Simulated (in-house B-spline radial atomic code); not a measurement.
**Ionising B²⁺ with different functionals**

Computed with a B-spline radial code for spherical atoms: scalar-relativistic (spin-free X2C) Hamiltonian, Fermi nucleus of rms radius 2.406 fm, spin-polarised at highest spin, spherical fractional occupations for the functionals, and exact exchange of hybrids averaged over the configuration. The ionisation energy is the difference of two self-consistent energies, [He] 2s1 → 1s2, without Breit or QED terms; ε is the level of the shell that loses the electron (its least bound occupied spin orbital).

```json
{"method": "PBE0", "rung": "global hybrid", "ΔSCF (eV)": "38.24", "-ε(2s) (eV)": "34.06"}
{"method": "B3LYP", "rung": "global hybrid", "ΔSCF (eV)": "38.49", "-ε(2s) (eV)": "33.78"}
{"method": "TPSSh", "rung": "global hybrid", "ΔSCF (eV)": "38.16", "-ε(2s) (eV)": "33.32"}
{"method": "BHandHLYP", "rung": "global hybrid", "ΔSCF (eV)": "38.37", "-ε(2s) (eV)": "35.31"}
{"method": "r2SCAN0", "rung": "global hybrid", "ΔSCF (eV)": "37.93", "-ε(2s) (eV)": "34.20"}
{"method": "B97-1", "rung": "global hybrid", "ΔSCF (eV)": "38.09", "-ε(2s) (eV)": "33.71"}
{"method": "HSE06", "rung": "range-separated hybrid", "ΔSCF (eV)": "38.24", "-ε(2s) (eV)": "33.64"}
{"method": "wB97X", "rung": "range-separated hybrid", "ΔSCF (eV)": "37.43", "-ε(2s) (eV)": "36.45"}
{"method": "CAM-B3LYP", "rung": "range-separated hybrid", "ΔSCF (eV)": "38.47", "-ε(2s) (eV)": "35.50"}
{"method": "LC-wPBE", "rung": "range-separated hybrid", "ΔSCF (eV)": "38.38", "-ε(2s) (eV)": "37.20"}
```

Q: Among the functionals, which spreads more, the ΔSCF values or the orbital energies?

A: The orbital energies: ΔSCF values span about 1.06 eV and the orbital energies 3.87 eV.

Q: How do they compare with the NIST value?

A: NIST lists 37.931 eV (measured, ground level to ground level). Errors run from -0.50 to +0.56 eV; r2SCAN0 is closest (+0.00 eV), but part of that can be cancellation, since the calculations leave out Breit-QED terms.
